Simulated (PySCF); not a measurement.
# Telling isomers of C6H9Cl2NO apart by NMR

Calculated, not measured (PySCF 2.14): PBE0/pcSseg-1 with gauge-including orbitals, GFN2-xTB geometry. Gas phase, averaged over atoms made equivalent by symmetry, fast rotation or ring inversion, non-relativistic Hamiltonian, a single conformation.

Referencing at the same level of theory: TMS for $^{1}$H and $^{13}$C. Where no couplings were computed, multiplicities follow the n + 1 count of equivalent neighbours, and m marks all less simple cases (inequivalent or close neighbours, rings, F or P nearby). Acid and N–H amide carbonyl carbons lie up to 10 ppm further downfield in solution (hydrogen bonding). Shifts are as computed. Against solution values, carbons near 30 ppm lie about +3 ppm off and those near 130 ppm about +5 ppm; carbons on Cl a further +6 ppm. Of 1211 compounds with measured shifts, 218 miss one by over three times the rms of a fit or turn the order of signals round; such compounds aren't used in these exercises. Groups on amide-type nitrogens are kept apart (slow C–N rotation). Carbons bonded to Cl come out too deshielded. OH and NH positions are gas-phase values without hydrogen bonding to other molecules.

(1) Tabulate the signals of `C/C(=C\CC(N)=O)C(Cl)Cl`, `C=C[C@@H](C(=O)NC)C(Cl)Cl` and their relative energies.

(2) What is the quickest way to tell C/C(=C\CC(N)=O)C(Cl)Cl from C=C[C@@H](C(=O)NC)C(Cl)Cl?

Results:

(1) 
| SMILES | carbon types | δC | δH | E rel. (kcal/mol) |
| --- | --- | --- | --- | --- |
| C/C(=C\CC(N)=O)C(Cl)Cl | 2×C 2×CH 1×CH2 1×CH3 | 167.4, 147.2, 133.3, 92.2, 39.4, 12.3 | 6.33 (s, 1H), 5.99 (t, 1H), 5.31 (br, 1H), 4.46 (br, 1H), 3.06 (d, 2H), 2.24 (s, 3H) | 0.0 |
| C=C[C@@H](C(=O)NC)C(Cl)Cl | 1×C 3×CH 1×CH2 1×CH3 | 169.4, 145.5, 125.4, 85.7, 71.6, 26.9 | 6.40 (d, 1H), 5.89 (m, 1H), 5.48 (m, 1H), 5.48 (m, 1H), 4.53 (br, 1H), 3.10 (d, 3H), 2.78 (m, 1H) | 9.8 |

Energies are electronic energies at PBE0/pcSseg-1 on these geometries, without zero-point or thermal terms, each for the one conformer computed, which needn't be the lowest.

(2) Both give the same number of carbon signals, but DEPT or the intensities differ. The first has an sp3 CH2 α to a carbonyl at 39.4 ppm, the second a terminal =CH2 carbon at 125.4 ppm. Their most deshielded carbons lie at 167.4 and 169.4 ppm.
